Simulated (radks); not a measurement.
Results of a calculation; reference values are marked as such.
Question: Species: Sr II. Configuration: [Kr] 5s1 (the NIST ground configuration). Level of theory: Dirac Kohn-Sham, BLYP, spin-unpolarised, spherical densities, point nucleus (a radial shooting solver on a logarithmic mesh with Libxc functionals). Some entries of the table are withheld. Estimate them.

orbital  occ.  eigenvalue (hartree)  <1/r> (bohr^-1)  r(max) (bohr)
1s1/2       2             -585.8092            39.00        0.02553
2s1/2       2                   (1)            8.780            (2)
2p1/2       2             -72.38696            8.753            (3)
2p3/2       4             -69.87125            8.412            (4)
3s1/2       2             -12.47972            2.934         0.4359
3p1/2       2                   (5)              (6)            (7)
3p3/2       4                   (8)              (9)           (10)
3d3/2       4              -4.97062            2.520         0.3747
3d5/2       6              -4.90330            2.499         0.3774
4s1/2       2              -1.72703           0.9959          1.188
4p1/2       2              -1.09026           0.8662          1.305
4p3/2       4              -1.04703           0.8446          1.333
5s1/2       1              -0.30751           0.3306          3.394

Answer: 
(1) 2s1/2 eigenvalue (hartree): -79.50678
(2) 2s1/2 r(max) (bohr): 0.1452
(3) 2p1/2 r(max) (bohr): 0.1136
(4) 2p3/2 r(max) (bohr): 0.1171
(5) 3p1/2 eigenvalue (hartree): -9.89525
(6) 3p1/2 <1/r> (bohr^-1): 2.825
(7) 3p1/2 r(max) (bohr): 0.4247
(8) 3p3/2 eigenvalue (hartree): -9.50946
(9) 3p3/2 <1/r> (bohr^-1): 2.743
(10) 3p3/2 r(max) (bohr): 0.4337
